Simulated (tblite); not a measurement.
Record of a relaxation.

Compound: C5H6BrGeN.
Atom-mapped SMILES: `[CH3:1][GeH2:2][C:3]1=[C:4]([C:5]#[N:6])[C@H:7]1[Br:8]` (hydrogens: H9, H10, H11 on C1; H12, H13 on Ge2; H14 on C7)

Computed with GFN2-xTB (tblite), gas phase: L-BFGS steps from a force-field or distance-geometry start until the largest atomic force falls under 0.01 eV/Å. 14 of its 87 geometries are shown.

Step 0: E = -613.3838 eV, largest atomic force 2.509 eV/Å
```
atom  x, y, z in Å  |  force x, y, z in eV/Å
C1     -2.179    0.721    0.089   -0.438   0.470   0.447
Ge2    -1.118   -0.519   -0.955   -0.102  -0.729  -0.205
C3      0.635   -0.547   -0.113   -0.003   0.471  -1.104
C4      1.701    0.205    0.127    0.626   1.359   0.041
C5      2.415    1.432    0.052    0.239   0.511   0.044
N6      3.000    2.441   -0.013   -1.238  -2.178   0.131
C7      1.724   -1.209    0.630    0.272   0.487  -0.528
Br8     1.283   -1.499    2.491    0.365  -0.376   0.343
H9     -1.509    1.419    0.655   -0.818  -0.390  -0.605
H10    -2.783    0.146    0.830    0.301   0.652  -0.551
H11    -2.845    1.258   -0.636    0.487  -0.242   1.050
H12    -1.725   -1.942   -0.896    0.396   0.491  -0.124
H13    -1.032   -0.040   -2.403    0.231  -0.240   0.347
H14     2.431   -1.867    0.120   -0.318  -0.287   0.714
```

Step 7: E = -613.7241 eV, largest atomic force 0.294 eV/Å
```
atom  x, y, z in Å  |  force x, y, z in eV/Å
C1     -2.185    0.712    0.094   -0.179   0.197   0.126
Ge2    -1.125   -0.538   -0.961   -0.058  -0.011   0.014
C3      0.660   -0.515   -0.238    0.132  -0.047   0.123
C4      1.695    0.239    0.115   -0.033  -0.124  -0.104
C5      2.394    1.418    0.068    0.027   0.098  -0.037
N6      2.983    2.402   -0.009    0.028   0.036   0.050
C7      1.707   -1.162    0.597   -0.077  -0.022  -0.012
Br8     1.341   -1.540    2.493   -0.019   0.011  -0.015
H9     -1.557    1.426    0.622    0.040  -0.006   0.011
H10    -2.796    0.190    0.825    0.012   0.002   0.047
H11    -2.846    1.277   -0.557   -0.077   0.012  -0.006
H12    -1.672   -1.926   -0.913    0.115  -0.102  -0.021
H13    -0.994   -0.080   -2.370    0.079  -0.022  -0.171
H14     2.396   -1.901    0.213    0.009  -0.023  -0.005
```

Step 13: E = -613.7407 eV, largest atomic force 0.079 eV/Å
```
atom  x, y, z in Å  |  force x, y, z in eV/Å
C1     -2.209    0.734    0.106    0.016  -0.035  -0.030
Ge2    -1.140   -0.528   -0.963    0.060  -0.008  -0.025
C3      0.659   -0.517   -0.240    0.014  -0.016   0.049
C4      1.706    0.229    0.091   -0.038  -0.009  -0.009
C5      2.393    1.419    0.056    0.049  -0.028   0.002
N6      2.983    2.404    0.011   -0.006   0.036   0.022
C7      1.707   -1.165    0.593   -0.063  -0.045  -0.016
Br8     1.339   -1.539    2.494   -0.011   0.061  -0.040
H9     -1.556    1.435    0.624   -0.047  -0.001  -0.042
H10    -2.802    0.202    0.847    0.019   0.031  -0.006
H11    -2.880    1.293   -0.543   -0.009  -0.004   0.064
H12    -1.625   -1.949   -0.923    0.050   0.045   0.001
H13    -0.966   -0.101   -2.395   -0.008  -0.030   0.070
H14     2.391   -1.915    0.221   -0.025   0.002  -0.040
```

Step 20: E = -613.7454 eV, largest atomic force 0.084 eV/Å
```
atom  x, y, z in Å  |  force x, y, z in eV/Å
C1     -2.215    0.734    0.105    0.026  -0.027  -0.020
Ge2    -1.136   -0.524   -0.958   -0.023   0.024  -0.077
C3      0.656   -0.512   -0.237   -0.014   0.035  -0.021
C4      1.713    0.223    0.084    0.020   0.020  -0.012
C5      2.405    1.410    0.057   -0.009  -0.010   0.013
N6      2.978    2.406    0.028    0.021   0.009   0.012
C7      1.697   -1.173    0.587    0.037   0.018  -0.020
Br8     1.333   -1.514    2.486   -0.001  -0.011   0.037
H9     -1.562    1.443    0.607   -0.012   0.018   0.004
H10    -2.793    0.203    0.856    0.015   0.007   0.021
H11    -2.900    1.291   -0.529   -0.014  -0.032  -0.010
H12    -1.592   -1.949   -0.922   -0.011  -0.014   0.022
H13    -0.957   -0.111   -2.391   -0.012   0.005   0.042
H14     2.372   -1.926    0.205   -0.023  -0.040   0.011
```

Step 26: E = -613.7486 eV, largest atomic force 0.058 eV/Å
```
atom  x, y, z in Å  |  force x, y, z in eV/Å
C1     -2.216    0.730    0.102   -0.012  -0.002   0.007
Ge2    -1.136   -0.521   -0.964    0.033   0.003   0.047
C3      0.656   -0.493   -0.243    0.011   0.005  -0.003
C4      1.729    0.222    0.072    0.010  -0.005   0.013
C5      2.421    1.411    0.068    0.005  -0.016  -0.038
N6      2.988    2.411    0.051    0.000  -0.037   0.026
C7      1.690   -1.173    0.575   -0.001   0.016   0.034
Br8     1.331   -1.494    2.487    0.003  -0.012  -0.041
H9     -1.570    1.459    0.586   -0.004   0.013  -0.025
H10    -2.769    0.200    0.872    0.006  -0.007   0.017
H11    -2.924    1.262   -0.527   -0.019  -0.016  -0.001
H12    -1.575   -1.952   -0.906   -0.012   0.011  -0.009
H13    -0.959   -0.105   -2.390   -0.018   0.006  -0.047
H14     2.335   -1.955    0.195   -0.002   0.041   0.020
```

Step 33: E = -613.7520 eV, largest atomic force 0.095 eV/Å
```
atom  x, y, z in Å  |  force x, y, z in eV/Å
C1     -2.223    0.723    0.102   -0.012   0.025  -0.003
Ge2    -1.130   -0.510   -0.970   -0.007  -0.034   0.088
C3      0.662   -0.475   -0.252   -0.008  -0.035   0.004
C4      1.749    0.220    0.058   -0.030   0.009  -0.011
C5      2.449    1.403    0.062    0.013   0.024   0.066
N6      3.014    2.403    0.095    0.041   0.005  -0.035
C7      1.683   -1.167    0.577   -0.026  -0.027  -0.042
Br8     1.324   -1.485    2.482   -0.024   0.014   0.023
H9     -1.591    1.492    0.540   -0.024   0.003  -0.011
H10    -2.732    0.195    0.905    0.039   0.013  -0.014
H11    -2.969    1.208   -0.522   -0.027  -0.014   0.020
H12    -1.563   -1.943   -0.897    0.000   0.002  -0.023
H13    -0.979   -0.102   -2.399    0.005   0.018  -0.054
H14     2.306   -1.963    0.196    0.060  -0.003  -0.008
```

Step 40: E = -613.7635 eV, largest atomic force 0.165 eV/Å
```
atom  x, y, z in Å  |  force x, y, z in eV/Å
C1     -2.250    0.720    0.095   -0.019   0.004   0.047
Ge2    -1.125   -0.489   -0.973   -0.093   0.017  -0.135
C3      0.679   -0.451   -0.282    0.020  -0.019   0.005
C4      1.769    0.228    0.050   -0.027  -0.016   0.049
C5      2.513    1.382    0.105    0.015   0.074  -0.052
N6      3.132    2.349    0.164   -0.001  -0.032  -0.001
C7      1.676   -1.162    0.558    0.006   0.003   0.064
Br8     1.275   -1.455    2.466   -0.017  -0.012  -0.028
H9     -1.683    1.598    0.403   -0.047  -0.034  -0.052
H10    -2.596    0.205    0.989    0.013   0.049  -0.010
H11    -3.120    1.046   -0.475    0.099  -0.049   0.054
H12    -1.550   -1.925   -0.907    0.016  -0.003   0.018
H13    -1.036   -0.089   -2.421    0.064   0.007   0.080
H14     2.315   -1.959    0.206   -0.029   0.010  -0.039
```

Step 46: E = -613.7707 eV, largest atomic force 0.114 eV/Å
```
atom  x, y, z in Å  |  force x, y, z in eV/Å
C1     -2.261    0.709    0.098   -0.016   0.032   0.009
Ge2    -1.131   -0.476   -0.986    0.103   0.028  -0.003
C3      0.684   -0.434   -0.297   -0.035   0.075   0.017
C4      1.774    0.239    0.052    0.017   0.012  -0.036
C5      2.551    1.375    0.114   -0.032  -0.029   0.037
N6      3.208    2.314    0.209   -0.062  -0.078  -0.056
C7      1.665   -1.154    0.555   -0.006   0.032  -0.030
Br8     1.236   -1.441    2.453   -0.007  -0.043  -0.002
H9     -1.758    1.655    0.294   -0.006  -0.062   0.002
H10    -2.500    0.232    1.048    0.032   0.065  -0.031
H11    -3.190    0.922   -0.427    0.015  -0.038   0.034
H12    -1.531   -1.915   -0.903   -0.011  -0.042  -0.018
H13    -1.042   -0.068   -2.428    0.037   0.003   0.046
H14     2.294   -1.959    0.196   -0.029   0.044   0.031
```

Step 53: E = -613.7778 eV, largest atomic force 0.062 eV/Å
```
atom  x, y, z in Å  |  force x, y, z in eV/Å
C1     -2.268    0.699    0.098    0.003  -0.004  -0.001
Ge2    -1.127   -0.466   -0.991    0.002  -0.005   0.008
C3      0.674   -0.405   -0.300    0.014   0.005   0.008
C4      1.771    0.252    0.053   -0.003   0.011   0.061
C5      2.573    1.365    0.129    0.014  -0.006  -0.019
N6      3.272    2.272    0.222   -0.018   0.033  -0.024
C7      1.643   -1.141    0.551    0.020  -0.007   0.002
Br8     1.189   -1.452    2.438    0.002  -0.016   0.011
H9     -1.832    1.691    0.185   -0.003   0.018  -0.019
H10    -2.392    0.289    1.098    0.019  -0.012   0.008
H11    -3.249    0.787   -0.361   -0.023   0.021   0.014
H12    -1.511   -1.911   -0.914   -0.002  -0.009  -0.035
H13    -1.017   -0.039   -2.422   -0.011   0.004  -0.023
H14     2.273   -1.941    0.191   -0.015  -0.033   0.008
```

Step 60: E = -613.7821 eV, largest atomic force 0.053 eV/Å
```
atom  x, y, z in Å  |  force x, y, z in eV/Å
C1     -2.269    0.694    0.098    0.017  -0.003   0.001
Ge2    -1.121   -0.460   -0.998   -0.044  -0.010   0.021
C3      0.671   -0.386   -0.280    0.008  -0.023   0.005
C4      1.769    0.260    0.088    0.020  -0.045   0.003
C5      2.588    1.365    0.132   -0.044   0.001   0.019
N6      3.288    2.275    0.186   -0.012  -0.003  -0.019
C7      1.632   -1.139    0.564    0.010  -0.010   0.021
Br8     1.162   -1.491    2.444    0.016   0.017  -0.021
H9     -1.877    1.708    0.108   -0.006   0.004   0.012
H10    -2.311    0.327    1.122    0.008   0.010  -0.017
H11    -3.280    0.719   -0.301    0.001  -0.011   0.002
H12    -1.503   -1.911   -0.957    0.031   0.043   0.000
H13    -1.002   -0.017   -2.422   -0.001   0.021  -0.041
H14     2.252   -1.944    0.193   -0.006   0.009   0.012
```

Step 66: E = -613.7838 eV, largest atomic force 0.035 eV/Å
```
atom  x, y, z in Å  |  force x, y, z in eV/Å
C1     -2.265    0.697    0.098    0.004   0.031   0.008
Ge2    -1.118   -0.452   -1.003    0.017   0.020  -0.013
C3      0.671   -0.396   -0.271    0.003  -0.010  -0.008
C4      1.769    0.249    0.098   -0.017  -0.002  -0.011
C5      2.572    1.365    0.133   -0.005  -0.024  -0.018
N6      3.260    2.285    0.160   -0.003   0.024   0.010
C7      1.633   -1.149    0.574   -0.022  -0.006  -0.003
Br8     1.171   -1.499    2.453   -0.001   0.008   0.014
H9     -1.872    1.712    0.112   -0.021  -0.017  -0.008
H10    -2.302    0.329    1.121    0.006  -0.011  -0.001
H11    -3.279    0.722   -0.296    0.027  -0.003   0.001
H12    -1.490   -1.902   -0.971   -0.018  -0.024   0.002
H13    -1.000   -0.008   -2.431    0.014   0.015   0.028
H14     2.250   -1.954    0.202    0.015  -0.002  -0.001
```

Step 73: E = -613.7849 eV, largest atomic force 0.028 eV/Å
```
atom  x, y, z in Å  |  force x, y, z in eV/Å
C1     -2.258    0.700    0.099   -0.010  -0.008  -0.006
Ge2    -1.116   -0.450   -1.007    0.017   0.019   0.005
C3      0.669   -0.408   -0.269    0.006  -0.014  -0.003
C4      1.765    0.240    0.100   -0.002   0.008  -0.012
C5      2.561    1.360    0.124   -0.004   0.004   0.000
N6      3.237    2.290    0.144   -0.002   0.003   0.006
C7      1.629   -1.157    0.581    0.022   0.006   0.000
Br8     1.170   -1.501    2.462   -0.003   0.010   0.004
H9     -1.883    1.721    0.104    0.023  -0.012  -0.003
H10    -2.280    0.334    1.123   -0.003   0.006   0.004
H11    -3.273    0.710   -0.287   -0.017  -0.009   0.007
H12    -1.495   -1.899   -0.983   -0.020   0.012  -0.015
H13    -0.983    0.017   -2.426    0.001  -0.006   0.008
H14     2.256   -1.956    0.212   -0.007  -0.018   0.004
```

Step 79: E = -613.7859 eV, largest atomic force 0.027 eV/Å
```
atom  x, y, z in Å  |  force x, y, z in eV/Å
C1     -2.254    0.700    0.100   -0.006  -0.013   0.015
Ge2    -1.112   -0.446   -1.007   -0.011  -0.022  -0.010
C3      0.674   -0.427   -0.271   -0.011   0.014   0.002
C4      1.768    0.229    0.090    0.009  -0.003   0.005
C5      2.551    1.360    0.115    0.012   0.019   0.007
N6      3.210    2.301    0.142   -0.012  -0.021  -0.003
C7      1.637   -1.163    0.586   -0.009  -0.008  -0.003
Br8     1.175   -1.488    2.471    0.004   0.013  -0.002
H9     -1.877    1.720    0.106    0.004   0.000   0.003
H10    -2.274    0.331    1.124   -0.005   0.013   0.008
H11    -3.272    0.708   -0.283    0.013  -0.002   0.004
H12    -1.514   -1.890   -1.001   -0.001   0.011  -0.014
H13    -0.969    0.034   -2.418    0.003  -0.002  -0.018
H14     2.258   -1.970    0.226    0.009   0.000   0.006
```

Step 86: E = -613.7862 eV, largest atomic force 0.009 eV/Å
```
atom  x, y, z in Å  |  force x, y, z in eV/Å
C1     -2.252    0.698    0.104    0.001   0.004  -0.001
Ge2    -1.112   -0.446   -1.011   -0.003  -0.005  -0.001
C3      0.673   -0.430   -0.270    0.001  -0.007  -0.003
C4      1.769    0.225    0.089   -0.005   0.002  -0.001
C5      2.547    1.358    0.114   -0.004   0.002  -0.003
N6      3.200    2.304    0.137    0.006  -0.003   0.003
C7      1.636   -1.166    0.588   -0.001   0.004   0.006
Br8     1.176   -1.481    2.475   -0.001   0.004   0.004
H9     -1.877    1.719    0.103    0.001  -0.004   0.006
H10    -2.268    0.336    1.130    0.006  -0.001  -0.007
H11    -3.270    0.703   -0.276    0.002   0.000   0.004
H12    -1.522   -1.887   -1.017    0.005  -0.002  -0.006
H13    -0.963    0.041   -2.420   -0.003   0.002   0.002
H14     2.261   -1.974    0.233   -0.007   0.004  -0.003
```

Question: Summarise the path.

Answer: The energy falls by 38.83 kJ/mol from step 0 to step 86; nine tenths of that is first reached at step 22. It rises by more than 0.2 meV at step 41. The largest force goes from 2.509 to 0.009 eV/Å. Among the bonds Ge2–H12 changes most, from 1.548 to 1.498 Å; the atoms move by 0.364 Å rms after alignment.

Question: Follow the three bonds and two angles with the largest change from start to end.

Answer: 
| step | E above end (kJ/mol) | largest force (eV/Å) | Ge2–H12 (Å) | C4–C5 (Å) | C1–H11 (Å) | Br8–C7–H14 (°) | Ge2–C3–C7 (°) |
| --- | --- | --- | --- | --- | --- | --- | --- |
| 0 | 38.83 | 2.509 | 1.548 | 1.421 | 1.122 | 120.4 | 152.9 |
| 4 | 10.56 | 0.509 | 1.498 | 1.375 | 1.084 | 113.9 | 150.5 |
| 7 | 5.99 | 0.294 | 1.492 | 1.372 | 1.086 | 109.2 | 149.1 |
| 11 | 4.74 | 0.134 | 1.500 | 1.377 | 1.086 | 108.7 | 149.2 |
| 15 | 4.18 | 0.081 | 1.499 | 1.374 | 1.087 | 108.7 | 149.4 |
| 19 | 4.00 | 0.063 | 1.497 | 1.375 | 1.086 | 109.5 | 149.1 |
| 22 | 3.84 | 0.046 | 1.498 | 1.373 | 1.087 | 109.7 | 148.4 |
| 26 | 3.63 | 0.058 | 1.498 | 1.376 | 1.086 | 109.4 | 147.8 |
| 30 | 3.48 | 0.066 | 1.499 | 1.374 | 1.087 | 109.3 | 147.2 |
| 34 | 3.20 | 0.113 | 1.496 | 1.375 | 1.087 | 109.1 | 146.6 |
| 37 | 2.85 | 0.128 | 1.493 | 1.377 | 1.087 | 109.0 | 146.0 |
| 41 | 2.30 | 0.190 | 1.501 | 1.372 | 1.082 | 109.1 | 145.4 |
| 45 | 1.66 | 0.091 | 1.496 | 1.377 | 1.088 | 109.6 | 144.5 |
| 49 | 1.09 | 0.078 | 1.500 | 1.374 | 1.087 | 109.8 | 143.6 |
| 52 | 0.85 | 0.064 | 1.498 | 1.374 | 1.086 | 109.7 | 143.0 |
| 56 | 0.61 | 0.117 | 1.497 | 1.375 | 1.088 | 109.6 | 142.5 |
| 60 | 0.39 | 0.053 | 1.501 | 1.375 | 1.087 | 109.4 | 142.4 |
| 64 | 0.30 | 0.047 | 1.498 | 1.375 | 1.087 | 109.5 | 142.7 |
| 67 | 0.21 | 0.030 | 1.497 | 1.375 | 1.087 | 109.3 | 143.3 |
| 71 | 0.16 | 0.028 | 1.499 | 1.375 | 1.086 | 109.4 | 143.4 |
| 75 | 0.09 | 0.041 | 1.498 | 1.375 | 1.087 | 109.3 | 144.0 |
| 79 | 0.03 | 0.027 | 1.499 | 1.375 | 1.087 | 109.3 | 144.6 |
| 82 | 0.01 | 0.014 | 1.497 | 1.375 | 1.087 | 109.4 | 144.7 |
| 86 | 0.00 | 0.009 | 1.498 | 1.375 | 1.087 | 109.3 | 144.8 |

What follows is the cost of the whole relaxation. Time: 1.1 s of wall time. Hardware: Arm Neoverse N1, one thread, no GPU, shared host with 64 logical CPUs at a one-minute load of 59.
